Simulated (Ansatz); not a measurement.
Born–Oppenheimer molecular dynamics of C3H12Si3 (18 atoms, charge 0, multiplicity 1). It goes on from the last frame of an earlier run, with new velocities.

The calculation used RKS PBE-D4/STO-3G in Ansatz.

| Item | Value |
| --- | --- |
| ensemble | NVT, Nosé–Hoover chain |
| time step | 0.25 fs |
| steps asked | 151 |
| set temperature | 400 K |
| thermostat | time constant 20 fs, chain length 1 |
| masses | H 3.016 u |
| seed | 750582 |

First frame:

```xyz
18
Properties=species:S:1:pos:R:3
C -2.961 -0.412 -0.265
C -1.883 0.413 -0.407
Si -0.316 0.255 0.605
Si 0.357 2.129 1.626
Si 1.523 -0.196 -0.662
C 2.062 -2.032 -0.728
H -2.927 -1.288 0.416
H -3.889 -0.298 -0.831
H -1.912 1.325 -1.142
H -0.499 -0.877 1.479
H 1.279 2.758 0.710
H 0.950 1.908 2.923
H -0.713 3.106 1.840
H 2.636 0.547 -0.109
H 1.368 0.234 -2.050
H 1.349 -2.685 -0.118
H 1.948 -2.415 -1.754
H 3.048 -2.258 -0.229
```

What does the run give?

The run went to its last step.

```json
{
  "steps done": "151",
  "time covered": "37.75 fs",
  "mean temperature over the second half": "364 K",
  "spread of the potential energy over the second half": "5.5 meV per atom",
  "mean potential energy of the second half above the start": "19.8 meV per atom"
}
```

The conserved energy stayed within 0.018 meV per atom of its start (net change 0.018 meV per atom), so the integration is sound. A run of 0.038 ps of so small a system gives no equilibrium averages. Limits of this set-up: minimal basis.

What happens to the structure?

The same pairs are bonded in the first frame and the last. Pairs count as bonded within 1.25 times the sum of covalent radii (0.12 Å more for H–H). This is one draw of velocities; another would differ in detail.

How do temperature and energy run in time?


| time (fs) | T (K) | potential energy less start (eV) | conserved less start (meV/atom) |
| --- | --- | --- | --- |
| 0.0 | 400 | 0.000 | 0.00 |
| 1.2 | 409 | -0.019 | 0.00 |
| 2.5 | 393 | 0.015 | 0.00 |
| 3.8 | 357 | 0.089 | 0.00 |
| 5.0 | 322 | 0.162 | 0.01 |
| 6.2 | 305 | 0.198 | 0.01 |
| 7.5 | 308 | 0.195 | 0.01 |
| 8.8 | 314 | 0.187 | 0.00 |
| 10.0 | 305 | 0.209 | 0.00 |
| 11.2 | 282 | 0.264 | 0.00 |
| 12.5 | 253 | 0.329 | 0.01 |
| 13.8 | 230 | 0.385 | 0.01 |
| 15.0 | 217 | 0.421 | 0.01 |
| 16.2 | 215 | 0.433 | 0.01 |
| 17.5 | 227 | 0.421 | 0.01 |
| 18.8 | 248 | 0.391 | 0.01 |
| 20.0 | 274 | 0.354 | 0.01 |
| 21.2 | 300 | 0.320 | 0.01 |
| 22.5 | 328 | 0.285 | 0.01 |
| 23.8 | 358 | 0.250 | 0.01 |
| 25.0 | 379 | 0.236 | 0.00 |
| 26.2 | 383 | 0.259 | 0.01 |
| 27.5 | 379 | 0.296 | 0.01 |
| 28.8 | 385 | 0.317 | 0.01 |
| 30.0 | 400 | 0.317 | 0.01 |
| 31.2 | 411 | 0.328 | 0.01 |
| 32.5 | 406 | 0.370 | 0.01 |
| 33.8 | 391 | 0.435 | 0.01 |
| 35.0 | 375 | 0.499 | 0.02 |
| 36.2 | 367 | 0.547 | 0.02 |
| 37.5 | 366 | 0.578 | 0.02 |

The run took 10 min on 1 CPU thread of a shared host.
